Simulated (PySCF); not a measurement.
**How methods differ on the ionisation energy of Cu²⁺**

Cu²⁺ [Ar] 3d9 (2D) → Cu³⁺ [Ar] 3d8 (3F), as a difference of total energies. Computed with PySCF 2.14 in x2c-SVPall (5s3p3d1f, 36 functions), with the spin-free X2C one-electron Hamiltonian (Gaussian nucleus). Correlated levels: valence: [Ar] frozen. The calculations carry no spin-orbit coupling.

```json
{"method": "UHF", "ionisation energy (eV)": "34.673", "difference from reference (eV)": "-2.168"}
{"method": "PBE0", "ionisation energy (eV)": "37.558", "difference from reference (eV)": "+0.717"}
{"method": "M06-L", "ionisation energy (eV)": "36.788", "difference from reference (eV)": "-0.053"}
{"method": "MP2 (valence)", "ionisation energy (eV)": "36.502", "difference from reference (eV)": "-0.339"}
{"method": "SCS-MP2 (valence)", "ionisation energy (eV)": "36.300", "difference from reference (eV)": "-0.541"}
```

Reference: 36.841 ± 0.012 eV (measured; NIST Atomic Spectra Database, ionization energies).

The reference lies between the lowest fine-structure levels, while these numbers refer to the centres of the terms.

Errors of the correlated levels include the incompleteness of this basis and the frozen core.
